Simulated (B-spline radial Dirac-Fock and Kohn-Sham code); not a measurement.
ΔSCF core binding energies without Breit or QED terms, calculated with an atomic code on a B-spline grid.

A sound run for fluorine as F⁴⁺, configuration [He] 2s2 2p1: The ground state converged in 8 iterations, with total energy -92.22034 Ha, virial ratio 1.99797 and highest orbital energy -114.70 eV. ΔSCF binding energies: K (1s) 825.4 eV. Holes are computed only in closed shells, and unreliable hole states are left out.

A second run, with one unsound setting: The ground state had not converged after 2 iterations, with total energy -92.21746 Ha, virial ratio 1.99490 and highest orbital energy -114.72 eV. ΔSCF binding energies: K (1s) 825.3 eV (not all states converged, so these are not final). Holes are computed only in closed shells, and unreliable hole states are left out.

```
iter   energy (Ha)        error
   1      -91.39966035  5.65e-01
   2      -92.21745791  1.40e-02
```

Q: Which fault fits the second run best?
A. overfilled shell
B. too few iterations
C. nuclear radius in wrong units
D. spline order too low

A: B. The input had maxit = 2: maxit ends the run before self-consistency.
